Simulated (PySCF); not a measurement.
A PySCF script (with the pyscf-properties extension) for the NMR shieldings of `O[C@H]1C[C@@H]([C@@H]2COBO2)C1`, C₆H₁₁BO₃, on a GFN2-xTB geometry:

```python
import basis_set_exchange as bse
import numpy as np
from pyscf import gto, dft
from pyscf.prop import nmr

atoms = """
O     1.982716    0.635508    1.454488
C     2.031030    0.382652    0.085696
C     1.599963   -1.041530   -0.332993
C     0.296457   -0.466846   -0.918533
C    -0.943278   -0.771609   -0.075575
C    -2.195057    0.023321   -0.527735
O    -2.578081    0.783530    0.600910
B    -1.715935    0.527337    1.611365
O    -0.755984   -0.376152    1.277729
C     0.852177    0.957945   -0.735229
H     1.116678    0.334852    1.771309
H     3.025293    0.691486   -0.242644
H     1.469163   -1.729705    0.499551
H     2.249057   -1.493015   -1.078716
H     0.084832   -0.756299   -1.949778
H    -1.128210   -1.853975   -0.082707
H    -3.024477   -0.628091   -0.816222
H    -1.966566    0.705211   -1.352927
H    -1.783789    1.021647    2.658846
H     0.214137    1.644353   -0.180695
H     1.160952    1.426323   -1.666611
"""
names = dict.fromkeys(["O", "C", "B", "H"], "pcSseg-1")
basis = {el: gto.basis.parse(bse.get_basis(n, elements=[el], fmt="nwchem")) for el, n in names.items()}
mol = gto.M(atom=atoms, basis=basis, charge=0, verbose=0)
mf = dft.RKS(mol, xc="PBE0")
mf.grids.level = 2
mf.grids.alignment = dft.numint.BLKSIZE   # the property module wants whole blocks of grid points
mf.conv_tol = 1e-9
mf.kernel()

calc = nmr.RKS(mf)   # GIAO
C = mf.mo_coeff
Co = C[:, mf.mo_occ > 0]
resp = mf.gen_response(singlet=True, hermi=2)
def vind(x):   # induced exchange potential for any number of trial vectors
    d = np.einsum("pi,xij,qj->xpq", C, 2 * x.reshape(-1, C.shape[1], Co.shape[1]), Co, optimize=True)
    return np.einsum("xpq,pi,qj->xij", resp(d - d.transpose(0, 2, 1)), C, Co, optimize=True).ravel()
mo1, _ = nmr.rhf.solve_mo1(calc, with_cphf=vind)
sigma = calc.kernel(mo1)
for i, s in enumerate(sigma):   # ppm
    w = np.linalg.eigvalsh((s + s.T) / 2)
    print("%2d %-2s iso %8.1f  s11 %8.1f  s22 %8.1f  s33 %8.1f" % (i, mol.atom_pure_symbol(i), w.mean(), *w))
```

Question: Give the expected output.

Answer: 
```
 0 O  iso    260.0  s11    245.0  s22    258.5  s33    276.6
 1 C  iso    119.8  s11     93.4  s22    114.7  s33    151.3
 2 C  iso    150.2  s11    131.0  s22    149.8  s33    169.9
 3 C  iso    150.9  s11    138.9  s22    154.3  s33    159.5
 4 C  iso    104.9  s11     76.2  s22    101.0  s33    137.5
 5 C  iso    113.7  s11     79.4  s22    105.0  s33    156.6
 6 O  iso    187.6  s11     44.9  s22    252.4  s33    265.5
 7 B  iso     72.9  s11     63.2  s22     70.0  s33     85.5
 8 O  iso    185.3  s11     68.5  s22    228.0  s33    259.4
 9 C  iso    154.6  s11    133.3  s22    151.2  s33    179.3
10 H  iso     28.7  s11     17.8  s22     28.0  s33     40.3
11 H  iso     27.6  s11     22.7  s22     27.4  s33     32.6
12 H  iso     29.9  s11     26.6  s22     28.0  s33     35.0
13 H  iso     29.0  s11     25.8  s22     26.8  s33     34.5
14 H  iso     29.8  s11     25.2  s22     29.0  s33     35.2
15 H  iso     27.1  s11     23.9  s22     25.0  s33     32.3
16 H  iso     27.2  s11     22.9  s22     26.1  s33     32.5
17 H  iso     27.8  s11     23.7  s22     28.3  s33     31.5
18 H  iso     27.6  s11     24.9  s22     26.3  s33     31.7
19 H  iso     30.3  s11     26.5  s22     30.3  s33     34.1
20 H  iso     29.2  s11     25.7  s22     27.0  s33     34.7
```

These numbers come from an equivalent density-fitted implementation of the same equations, which agrees with the script to about 0.01 ppm for H and up to a few tenths of a ppm for heavy atoms, so last digits may differ.

Size and cost of the density-fitted run: 225 basis functions, 86 s wall time on 1 thread of an Arm Neoverse N1, shared host; peak memory 1.1 GiB.
